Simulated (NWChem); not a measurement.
Basis-set convergence for H5ClW

```xyz
7

W     -0.4211     0.0360     0.0000
Cl     1.9641    -0.2580     0.0000
H      0.2704     1.2411    -0.9212
H     -1.3664     0.4301    -1.3743
H     -0.0331    -1.6174     0.0000
H      0.2704     1.2411     0.9212
H     -1.3664     0.4301     1.3743
```
Charge 0, spin multiplicity 1.

All runs are NWChem calculations. The geometry was optimised at B3LYP/def2-SVP with def2 effective core potentials on W, a minimum by its harmonic frequencies.

Quantity: vertical ionisation energy at the level ΔMP2 (Δ: difference of total energies, the cation a doublet at the parent's geometry with its hole in an orbital of symmetry a" (Cs labels); it is the state that the SCF runs reached, from PBE0 orbitals for Hartree-Fock references, and need not be the lowest).

Effective core potentials replace the inner electrons of W; spin-orbit coupling is left out. The correlated methods keep 5 core orbitals frozen. The structure started from a generated list of species. No SCF solution was tested for a lower state. Open-shell Hartree-Fock references start from PBE0 orbitals; any time given for them includes that run.

Costs are rough ratios of processor time within this set of runs, SCF included, with def2-SVPD as 1.

| basis | functions | vertical ionisation energy (eV) | relative cost |
|---|---|---|---|
| def2-SVPD | 102 | 10.81 | 1 |
| def2-TZVP | 107 | 10.86 | under 3 |
| def2-TZVPD | 134 | 10.88 | under 3 |
| def2-TZVPP | 168 | 10.89 | under 3 |

Smallest basis within 0.2 eV of def2-TZVPP, the largest set run: def2-SVPD, with 102 functions against 168 (also within reach: def2-TZVP, def2-TZVPD). def2-TZVPP isn't the basis-set limit itself, and a small set can land close by cancellation.
